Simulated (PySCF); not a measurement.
## Field gradients at the hydrogen positions

Species: C₉H₁₂S.
Structure used (PBE0-D3(BJ)/def2-SVP), in Å, numbered top down from 1:
```
atom  x, y, z in Å
C1     1.6638    2.2361   -2.2310
C2     2.6942    1.8494   -1.4185
S3     2.1525    0.7918   -0.1756
C4     0.5119    0.8510   -0.7373
C5    -0.5697    0.0773   -0.0542
C6    -0.3731   -1.4703   -0.0656
C7    -0.4225   -1.9132    1.4010
C8    -1.2733   -0.8441    2.0810
C9    -0.7679    0.4405    1.4355
C10    0.4189    1.6631   -1.8395
H11    1.7893    2.9083   -3.0810
H12    3.7447    2.1299   -1.4795
H13   -1.4962    0.3172   -0.5991
H14    0.5652   -1.7561   -0.5625
H15   -1.1879   -1.9392   -0.6384
H16    0.5918   -1.8993    1.8345
H17   -0.8124   -2.9343    1.5282
H18   -1.1837   -0.8428    3.1779
H19   -2.3396   -0.9984    1.8400
H20    0.2038    0.7183    1.8771
H21   -1.4357    1.3048    1.5660
H22   -0.5262    1.8413   -2.3553
```

Level: PBE0/pcSseg-1 (PySCF, non-relativistic); Q(2H) = 0.00286 b; rigid geometry, the same for H and D, with no vibrational averaging.

Problem. Rank these positions by the coupling χzz of a deuteron there, largest first.
A. H17 (methylene hydrogen)
B. H12 (aromatic hydrogen)
C. H19 (methylene hydrogen)

Solution. B (211 kHz), A (197 kHz), C (191 kHz).

Problem. What are Vzz, η and χzz (234.96 MHz × Q × Vzz) at all hydrogens?

Solution. 
```json
{"atom": "H11", "bonded to": "C1", "bond length (Å)": "1.091", "Vzz (au)": "0.3109", "η": "0.07", "χzz (kHz)": "209"}
{"atom": "H12", "bonded to": "C2", "bond length (Å)": "1.089", "Vzz (au)": "0.3146", "η": "0.10", "χzz (kHz)": "211"}
{"atom": "H13", "bonded to": "C5", "bond length (Å)": "1.101", "Vzz (au)": "0.2848", "η": "0.03", "χzz (kHz)": "191"}
{"atom": "H14", "bonded to": "C6", "bond length (Å)": "1.100", "Vzz (au)": "0.2894", "η": "0.02", "χzz (kHz)": "194"}
{"atom": "H15", "bonded to": "C6", "bond length (Å)": "1.101", "Vzz (au)": "0.2897", "η": "0.02", "χzz (kHz)": "195"}
{"atom": "H16", "bonded to": "C7", "bond length (Å)": "1.103", "Vzz (au)": "0.2845", "η": "0.01", "χzz (kHz)": "191"}
{"atom": "H17", "bonded to": "C7", "bond length (Å)": "1.100", "Vzz (au)": "0.2925", "η": "0.01", "χzz (kHz)": "197"}
{"atom": "H18", "bonded to": "C8", "bond length (Å)": "1.101", "Vzz (au)": "0.2921", "η": "0.00", "χzz (kHz)": "196"}
{"atom": "H19", "bonded to": "C8", "bond length (Å)": "1.104", "Vzz (au)": "0.2842", "η": "0.00", "χzz (kHz)": "191"}
{"atom": "H20", "bonded to": "C9", "bond length (Å)": "1.103", "Vzz (au)": "0.2817", "η": "0.02", "χzz (kHz)": "189"}
{"atom": "H21", "bonded to": "C9", "bond length (Å)": "1.100", "Vzz (au)": "0.2927", "η": "0.01", "χzz (kHz)": "197"}
{"atom": "H22", "bonded to": "C10", "bond length (Å)": "1.091", "Vzz (au)": "0.3102", "η": "0.08", "χzz (kHz)": "208"}
```

Problem. How does χzz go with the bond length over the 12 C–H bonds?

Solution. A straight-line fit has a slope of -14.6 kHz for each 0.01 Å, with a correlation coefficient of -0.98, over lengths from 1.089 to 1.104 Å. The longer bonds have the smaller couplings here.

Problem. A static deuteron (I = 1) shows a doublet split by (3/2)χ, (3/4)χ(1 + η) and (3/4)χ(1 − η) with the field along z, y and x of the gradient. What are these for H11?

Solution. With |χ| = 208.9 kHz and η = 0.068: 313, 167 and 146 kHz, to first order and without motion.

Geometry: PBE0-D3(BJ)/def2-SVP, one conformer, isolated molecule. A larger basis could move these couplings by a tenth or more.
